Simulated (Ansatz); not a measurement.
Reaction (ligand exchange at the Si–C bond): `[SiH3]C1C[AsH]1` + `N=CCF` → `FC/C=N\[SiH3]` + `C1C[AsH]1`

Computed with Ansatz on PBE0-D4/def2-TZVP structures; ΔE is electronic, products minus reactants. CBS: MP2 limit from def2 TZ/QZ plus the TZ coupled-cluster correction, frozen cores. Functionals use def2-TZVPP. For As outer-core shells are correlated without core-valence functions, which leaves a few kJ/mol of doubt a bond. Scalar relativity is left out up to krypton. Each species was taken in one conformer, which may not be the lowest.

**Question.** Is it downhill or uphill in electronic energy at CCSD(T)/CBS, and by how much? (An estimate is asked.)

**Answer.** The calculation gave: Downhill: ΔE = -3.6 kcal/mol.

**Question.** What do these levels give: r2SCAN-D4, PBE0-D4, ωB97M-V, B2PLYP, r2SCAN, HF/def2-TZVPP, MP2/def2-TZVPP, SCS-MP2/def2-TZVPP, HF/def2-QZVPP, MP2/def2-QZVPP, SCS-MP2/def2-QZVPP, HF/CBS(def2)? (Estimate.)

**Answer.** The calculation gave: r2SCAN-D4 -5.1, PBE0-D4 -3.8, ωB97M-V -4.8, B2PLYP -5.3, r2SCAN -5.1, HF/def2-TZVPP -7.2, MP2/def2-TZVPP -3.8, SCS-MP2/def2-TZVPP -4.3, HF/def2-QZVPP -7.3, MP2/def2-QZVPP -3.8, SCS-MP2/def2-QZVPP -4.3, HF/CBS(def2) -7.3 kcal/mol.

Largest T1 diagnostic among the species: 0.013.

In def2-TZVPP, CCSD(T) changes the Hartree–Fock value by +3.5 kcal/mol (the triples alone add +0.4 kcal/mol) and MP2 by +3.4 kcal/mol.
